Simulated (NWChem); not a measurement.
System: arsine (AsH$_{3}$); SMILES [AsH3]

Input file for NWChem:

```
start job
memory heap 200 mb stack 900 mb global 1100 mb
geometry units angstroms noautosym nocenter noautoz
  As     0.005801    -0.004148     0.052791
  H     -1.293829     0.413383    -0.626293
  H      0.827634     0.937993    -0.819900
  H      0.203798    -1.163097    -0.917904
end
basis spherical
  * library def2-svpd
end
dft
  xc hfexch
  iterations 150
  vectors input atomic output neutral.movecs
end
task dft energy
charge 1
dft
  odft
  mult 2
  vectors input atomic output cation.movecs
end
task dft energy
charge -1
dft
  odft
  mult 2
  vectors input atomic output anion.movecs
end
task dft energy
```

Geometry: optimised at PBE0/def2-SVP.

Ions are spin-unrestricted doublets at the neutral geometry; other ion states weren't tried.

### Question
Give the results of this calculation. (Hartree-Fock/def2-SVPD, vertical spin-unrestricted ions.) Quantities: vertical ionisation energy, ΔSCF (eV); −ε(HOMO) (eV).

### Answer
The vertical ionisation energy, ΔSCF (eV) is 9.41 and the −ε(HOMO) (eV) is 10.35.
